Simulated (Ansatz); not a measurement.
Name a neutral molecule of B, C, Ga, N, O and H with HOMO–LUMO gap (B3LYP/def2-TZVPP) between 4.50 and 4.80 eV and size of the dipole moment (PBE/def2-TZVPP) between 1.85 and 2.15 D (Ansatz, PBE0-D4/def2-TZVP geometry).

`C[BH][Ga]([NH2])[OH]` (4.78 eV, 1.91 D). Other molecules can fit too; these were computed, each in one conformer that needn't be the lowest.

B3LYP here is the variant with VWN-RPA as its local correlation; programs differ in this.
